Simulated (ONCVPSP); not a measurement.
**nickel (Ni): excitation energies, all-electron against ONCV**

ONCVPSP 4.0.1 input, shortened (lines: element, Z, core and valence counts, functional; n l f; lmax; l rc ep ncon nbas qcut; lloc lpopt rc5 dvloc0; l nproj debl; icmod fcfact rcfact), PBE, scalar-relativistic:

```
  Ni 28.00    3    5        4      upf
    1    0    2.00
    2    0    2.00
    2    1    6.00
    3    0    2.00
    3    1    6.00
    3    2    8.00
    4    0    1.00
    4    1    1.00
    3
    0    1.30    0.00    4    9    9.00
    1    1.15    0.00    5    8   13.00
    2    1.50    0.00    3    7    9.40
    3    1.55    0.08    3    8    6.80
    4    5    0.95    6.00
    0    2    2.90
    1    2    0.40
    2    3    1.00
    3    2    2.20
    0    0.00    0.00
```

Energies are relative to the spin-unpolarised reference configuration 3s2 3p6 3d8 4s1 4p1; without spin polarisation the order of configurations can differ from experiment.

| valence configuration | charge | ΔE all-electron (eV) | error AE − PS (meV) |
| --- | --- | --- | --- |
| 3s2 3p6 3d8 4s2 4p0 | 0 | -4.596 | +1.2 |
| 3s2 3p6 3d8 4s0 4p2 | 0 | 4.907 | +0.2 |

Q: What are ΔE and the potential's error for 3s2 3p6 3d8 4s0 4p0?

A: ΔE = 22.078 eV all-electron; the error (AE − PS) is +3.8 meV.

Q: What are ΔE and the potential's error for 3s2 3p6 3d8 4s1 4p0?

A: ΔE = 4.727 eV all-electron; the error (AE − PS) is 0.0 meV.

Levels in the configuration 3s2 3p6 3d8 4s0 4p0:

| level | all-electron (eV) | pseudo (eV) |
| --- | --- | --- |
| 3s | -130.746 | -130.794 |
| 3p | -91.097 | -91.129 |
| 3d | -28.366 | -28.415 |
